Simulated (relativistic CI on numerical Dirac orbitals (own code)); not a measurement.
Forbidden transitions in Yb⁵⁰⁺

Method of calculation: Dirac-Coulomb-Breit CI, orbitals from a KLI potential per configuration, a model potential for QED, unscaled Slater integrals (own radial code, finite nucleus).

CI space (outside the closed core [Ne]): 3s²3p⁶3d², 3s²3p⁵3d³, 3s3p⁶3d³, 3s²3p⁶3d4s, 3s²3p⁶3d4p, 3s²3p⁶3d4d, 3s²3p⁵3d²4s, 3s²3p⁶3d4f, 3s²3p⁵3d²4p, 3s²3p⁵3d²4d, 3s3p⁶3d²4s, 3p⁶3d³4p, 3s²3p⁶4s², 3s3p⁶3d²4p, 3s²3p⁶4s4p, 3s²3p⁶3d5s, 3s²3p⁶3d5d, 3s²3p⁶3d5g, 3p⁶3d⁴, 3p⁵3d⁵, 3p⁵3d⁴4s, 3p⁶3d³4s, 3p⁵3d³4s², 3s²3p⁶4p², 3s²3p⁵4s4p², 3s²3p⁶4s4d, 3s²3p⁵4s²4d, 3s3p⁶3d4s², 3s3p⁶4s²4p, 3s3p⁶4s²4d. Double excitations out of closed p, d and f shells are left out; levels of such configurations are missing from the list, as are those of other unlisted configurations, and high levels can miss mixing partners. These lack a partner that the ground configuration has and come out too high: 3s²3p⁵3d²4p, 3s²3p⁵3d²4d.

```
λ vac (Å)                Lower                   Upper  Type   A (s⁻¹)  E lower (10³ cm⁻¹)  E upper (10³ cm⁻¹)
   6.8415    3s²3p⁶3d² ³F3 [3]    3s²3p⁶3d4s ¹D2 [224]    E2  3.81e+09               442.7             15059.4
   6.8486    3s²3p⁶3d² ³F3 [3]    3s²3p⁶3d4s ³D3 [221]    E2  4.37e+09               442.7             15044.3
   6.8609    3s²3p⁶3d² ³F2 [1]    3s²3p⁶3d4s ³D2 [196]    E2  9.29e+09                 0.0             14575.3
   6.8650    3s²3p⁶3d² ³F2 [1]    3s²3p⁶3d4s ³D1 [195]    E2  8.58e+09                 0.0             14566.6
   6.8796    3s²3p⁶3d² ³P2 [4]    3s²3p⁶3d4s ¹D2 [224]    E2  1.94e+09               523.7             15059.4
   6.8805  3s²3p⁵3d³ ³D°2 [10]  3s²3p⁵3d²4s ³G°4 [353]    E2  3.03e+09              2035.0             16568.9
   6.8868    3s²3p⁶3d² ³P2 [4]    3s²3p⁶3d4s ³D3 [221]    E2  3.72e+09               523.7             15044.3
   6.8909    3s²3p⁶3d² ¹G4 [5]    3s²3p⁶3d4s ¹D2 [224]    E2  6.00e+09               547.6             15059.4
   6.8981    3s²3p⁶3d² ¹G4 [5]    3s²3p⁶3d4s ³D3 [221]    E2  5.22e+09               547.6             15044.3
   6.9038    3s²3p⁶3d² ³P1 [6]    3s²3p⁶3d4s ³D3 [221]    E2  2.75e+09               559.5             15044.3
   6.9202  3s²3p⁵3d³ ³F°3 [13]  3s²3p⁵3d²4s ³G°4 [353]    E2  7.22e+09              2118.5             16568.9
   6.9455    3s²3p⁶3d² ³P0 [2]    3s²3p⁶3d4s ³D2 [196]    E2  2.65e+09               177.6             14575.3
   7.0758    3s²3p⁶3d² ³F3 [3]    3s²3p⁶3d4s ³D2 [196]    E2  6.41e+09               442.7             14575.3
   7.0802    3s²3p⁶3d² ³F3 [3]    3s²3p⁶3d4s ³D1 [195]    E2  6.83e+09               442.7             14566.6
   7.0877    3s²3p⁶3d² ³F4 [7]    3s²3p⁶3d4s ¹D2 [224]    E2  1.10e+10               950.5             15059.4
   7.0953    3s²3p⁶3d² ³F4 [7]    3s²3p⁶3d4s ³D3 [221]    E2  1.05e+10               950.5             15044.3
   7.1166    3s²3p⁶3d² ³P2 [4]    3s²3p⁶3d4s ³D2 [196]    E2  2.75e+09               523.7             14575.3
   7.1167  3s²3p⁵3d³ ³G°5 [19]  3s²3p⁵3d²4s ³G°4 [353]    E2  1.96e+09              2517.4             16568.9
   7.1186    3s²3p⁶3d² ³P2 [8]    3s²3p⁶3d4s ¹D2 [224]    E2  1.11e+10              1011.7             15059.4
   7.1201  3s²3p⁵3d³ ³G°3 [20]  3s²3p⁵3d²4s ³G°4 [353]    E2  7.62e+08              2524.2             16568.9
   7.1211    3s²3p⁶3d² ³P2 [4]    3s²3p⁶3d4s ³D1 [195]    E2  7.10e+09               523.7             14566.6
   7.1228  3s²3p⁵3d³ ³H°6 [21]  3s²3p⁵3d²4s ³G°4 [353]    E2  9.12e+09              2529.4             16568.9
   7.1263    3s²3p⁶3d² ³P2 [8]    3s²3p⁶3d4s ³D3 [221]    E2  2.18e+09              1011.7             15044.3
   7.1287    3s²3p⁶3d² ¹G4 [5]    3s²3p⁶3d4s ³D2 [196]    E2  1.19e+10               547.6             14575.3
   7.1289  3s²3p⁵3d³ ³G°5 [19]  3s²3p⁵3d²4s ⁵F°3 [351]    E2  7.47e+09              2517.4             16544.9
   7.1393    3s²3p⁶3d² ³P1 [6]    3s²3p⁶3d4s ³D1 [195]    E2  6.22e+09               559.5             14566.6
   7.1491  3s²3p⁵3d³ ³G°4 [24]  3s²3p⁵3d²4s ³G°4 [353]    E2  1.72e+09              2581.2             16568.9
   7.1816  3s²3p⁵3d³ ³G°5 [28]  3s²3p⁵3d²4s ³G°4 [353]    E2  3.67e+09              2644.5             16568.9
   7.2183    3s²3p⁶3d² ¹S0 [9]    3s²3p⁶3d4s ¹D2 [224]    E2  2.58e+09              1205.7             15059.4
   15.699   3s3p⁶3d³ ³F4 [153]        3p⁶3d⁴ ³F4 [189]    E2  7.78e+08              7351.3             13721.2
```

Terms are leading LS components. Brackets give the number of a level in order of energy, since labels repeat. The list gives strong lines, with weight on those to low levels, among the lowest 400 of 2053 levels, so that lines to higher ones, which can be the strongest, are missing. Levels whose partners in the same complex of configurations lie outside the list can be far off, and so can their lines. Rates are taken at the computed energies, electric ones in the length gauge.

At this charge energies of transitions that change n are usually good to better than 1 %, and those within a shell (Δn = 0) to a few per cent.

LS names give the leading component of a level, which can be under half, so a name can repeat, a term be missing and a line seem to break the LS rules.
